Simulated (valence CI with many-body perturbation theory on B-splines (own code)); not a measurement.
# Gd⁵⁷⁺: calculated level list

Method: valence CI with perturbative core correlation (CI+MBPT): five valence electrons over a frozen Dirac-Fock core [He], radial functions for each j: 11 s, 11 p, 10 d, 8 f, 5 g, 2 h, with the one-electron correlation potential Σ1 (screened to all orders), the two-electron term Σ2, the three-electron term Σ3, Breit, model QED; selected single and double excitations, second order for the rest, scaled by the run's own slope (own B-spline code, finite nucleus).

No measured spectrum was set against this ion. As an estimate, large intervals hold to a few tenths of a per cent, small ones and those within an open d or f shell to about a per cent. Among the levels kept, up to 7300 cm⁻¹ of a level comes from second order outside the variational space, and about a tenth of that is noise between levels of different J, which matters for small intervals.

Levels 181 to 200 of 200, with energies above the lowest level, (2s^2 2p1/2^2 2p3/2) J=3/2. "Leading %" is the weight of the configuration and term that name the level; weights of strongly mixed levels are sums over their largest components and can fall short. In the jj column 3d3/2^4 stands for four electrons in 3d with j = 3/2. Lifetimes count E1, E2, E3, M1 and M2 decay at the calculated energies, and are blank where another channel may lead or the interval is too uncertain; long ones can be off by a factor of two.

```tsv
No.	Configuration	Term	J	E (Ry)	Leading %	Lifetime	g	Second component	Leading jj
181	2s 2p3 3d	4D°	7/2	643.18	52	17.9 fs	1.232	15 % 2s 2p3 3d 2G°	2s 2p1/2 2p3/2^2 3d5/2 (98 %)
182	2s 2p3 3d	4D°	5/2	643.63	38	2.74 fs	1.249	19 % 2s 2p3 3d 2D°	2s 2p1/2 2p3/2^2 3d5/2 (99 %)
183	2s 2p3 3d	2G°	9/2	644.03	81	124 fs	1.124	12 % 2s 2p3 3d 4G°	2s 2p1/2 2p3/2^2 3d5/2 (99 %)
184	2s 2p3 3d	2F°	7/2	644.28	56	22.0 fs	1.170	8 % 2s 2p3 3d 4D°	2s 2p1/2 2p3/2^2 3d5/2 (99 %)
185	2s 2p3 3d	2F°	7/2	644.61	49	1.16 fs	1.189	25 % 2s 2p3 3d 4F°	2s 2p1/2 2p3/2^2 3d5/2 (98 %)
186	2s 2p3 3d	2D°	3/2	644.74	47	1.07 fs	1.016	17 % 2s 2p3 3d 2P°	2s 2p1/2 2p3/2^2 3d5/2 (95 %)
187	2s 2p3 3d	2F°	5/2	645.03	38	3.49 fs	1.104	37 % 2s 2p3 3d 2D°	2s 2p1/2 2p3/2^2 3d5/2 (99 %)
188	2s 2p3 3d	2D°	3/2	645.16	37	8.15 fs	1.140	32 % 2s 2p3 3d 2P°	2s 2p1/2 2p3/2^2 3d5/2 (98 %)
189	2s 2p3 3d	2S°	1/2	645.27	48	993 as	1.323	31 % 2s 2p3 3d 2P°	2s 2p1/2 2p3/2^2 3d5/2 (95 %)
190	2s 2p3 3d	2P°	3/2	645.89	39	663 as	1.196	27 % 2s 2p3 3d 2D°	2s 2p1/2 2p3/2^2 3d5/2 (96 %)
191	2s 2p3 3d	2D°	5/2	646.08	42	716 as	1.056	35 % 2s 2p3 3d 2F°	2s 2p1/2 2p3/2^2 3d5/2 (96 %)
192	2p4 3p	2D°	5/2	652.70	49	4.65 fs	1.317	40 % 2p4 3p 4P°	2p1/2^2 2p3/2^2 3p3/2 (98 %)
193	2p4 3p	4D°	7/2	652.71	67	4.90 fs	1.319	30 % 2p4 3p 2F°	2p1/2^2 2p3/2^2 3p3/2 (98 %)
194	2p4 3p	2P°	1/2	652.80	49	4.33 fs	1.293	37 % 2p4 3p 2S°	2p1/2^2 2p3/2^2 3p3/2 (98 %)
195	2p4 3p	2P°	3/2	655.72	45	4.69 fs	1.317	29 % 2p4 3p 2D°	2p1/2^2 2p3/2^2 3p3/2 (98 %)
196	2p4 3p	2P°	3/2	657.51	66	4.53 fs	1.318	13 % 2p4 3p 4D°	2p1/2^2 2p3/2^2 3p3/2 (98 %)
197	2p4 3d	4D	3/2	659.03	32	43.5 fs	1.184	23 % 2p4 3d 4P	2p1/2^2 2p3/2^2 3d3/2 (99 %)
198	2p4 3d	4D	5/2	659.17	37	26.2 fs	1.168	20 % 2p4 3d 2F	2p1/2^2 2p3/2^2 3d3/2 (96 %)
199	2p4 3d	2F	7/2	659.26	37	75.9 fs	1.098	29 % 2p4 3d 4F	2p1/2^2 2p3/2^2 3d3/2 (99 %)
200	2p4 3d	4P	1/2	659.43	48	5.79 fs	1.632	23 % 2p4 3d 2P	2p1/2^2 2p3/2^2 3d3/2 (97 %)
```
